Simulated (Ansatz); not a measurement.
A nudged elastic band was laid between two geometries of CH₆BFO₂Si (12 atoms, charge 0, multiplicity 1).

Theory: Ansatz 0.2.0, RKS B3LYP-D4/6-31G*.

```
movable images  : 7
climbing image  : yes
spring          : 5.0 eV/Å²
optimiser       : quadratic models (default)
start path      : IDPP
force threshold : 0.05 eV/Å
iteration limit : 60
end points      : relaxed
```

First end point:

```xyz
12
Properties=species:S:1:pos:R:3
B 0.231 -2.040 -0.146
Si -0.411 -0.342 0.715
O -0.196 -0.430 2.347
F -1.978 -0.159 0.345
O 0.373 1.032 0.236
C 0.329 1.539 -1.094
H 0.784 -2.034 -1.205
H 0.064 -3.098 0.380
H -0.101 0.427 2.789
H 0.631 0.776 -1.825
H -0.677 1.894 -1.348
H 1.028 2.378 -1.159
```

Last end point:

```xyz
12
Properties=species:S:1:pos:R:3
B 0.225 -2.039 -0.148
Si -0.412 -0.341 0.715
O -0.202 -0.430 2.347
F -1.978 -0.152 0.344
O 0.378 1.030 0.237
C 0.335 1.538 -1.092
H 0.048 -3.099 0.370
H 0.785 -2.031 -1.205
H -0.104 0.424 2.793
H 0.642 0.776 -1.822
H -0.672 1.889 -1.349
H 1.030 2.379 -1.156
```

Q: Which bonds break or form, and what moves?

A: No bond is made or broken. The dihedral H8–B1–Si2–F4 goes from -83 to 96°. The two ends are copies of one structure, up to a mirror image or an exchange of like atoms.

Q: Give the energies along the band, and the barrier.

A: The run converged. The highest image is number 4 of 0 to 8, 0.046 eV above the ends, which have the same energy within 2 meV. A vibrational analysis at the climbing image gives one clearly imaginary mode, 100i cm⁻¹: a first-order saddle point.

```json
{"image": "0", "path coordinate (Å)": "0.00", "energy (eV)": "0.000", "dihedral H8–B1–Si2–F4 (°)": "-83"}
{"image": "1", "path coordinate (Å)": "0.62", "energy (eV)": "0.007", "dihedral H8–B1–Si2–F4 (°)": "-109"}
{"image": "2", "path coordinate (Å)": "1.24", "energy (eV)": "0.020", "dihedral H8–B1–Si2–F4 (°)": "-136"}
{"image": "3", "path coordinate (Å)": "1.87", "energy (eV)": "0.033", "dihedral H8–B1–Si2–F4 (°)": "-158"}
{"image": "4", "path coordinate (Å)": "2.49", "energy (eV)": "0.046", "dihedral H8–B1–Si2–F4 (°)": "177"}
{"image": "5", "path coordinate (Å)": "3.05", "energy (eV)": "0.043", "dihedral H8–B1–Si2–F4 (°)": "157"}
{"image": "6", "path coordinate (Å)": "3.61", "energy (eV)": "0.025", "dihedral H8–B1–Si2–F4 (°)": "137"}
{"image": "7", "path coordinate (Å)": "4.18", "energy (eV)": "0.008", "dihedral H8–B1–Si2–F4 (°)": "116"}
{"image": "8", "path coordinate (Å)": "4.74", "energy (eV)": "0.000", "dihedral H8–B1–Si2–F4 (°)": "96"}
```

Q: What is the geometry of the highest image?

A: 
```xyz
12
Properties=species:S:1:pos:R:3
B 0.088 -2.156 -0.261
Si -0.514 -0.397 0.507
O -0.780 -0.637 2.114
F -1.866 0.153 -0.199
O 0.611 0.799 0.315
C 0.702 1.674 -0.805
H -0.503 -2.727 -1.128
H 1.101 -2.646 0.135
H -0.978 0.147 2.647
H 1.085 1.147 -1.689
H -0.271 2.114 -1.051
H 1.403 2.473 -0.550
```

Q: What are the harmonic wavenumbers there?

A: 100i, 50, 66, 151, 169, 180, 214, 330, 341, 381, 617, 670, 761, 842, 902, 926, 959, 1133, 1192, 1209, 1219, 1513, 1532, 1534, 2636, 2718, 3033, 3099, 3134, 3791 cm⁻¹.

Time of the run: 5.1 min on 2 threads of Arm Neoverse V1 (shared host), peak memory 0.24 GiB.
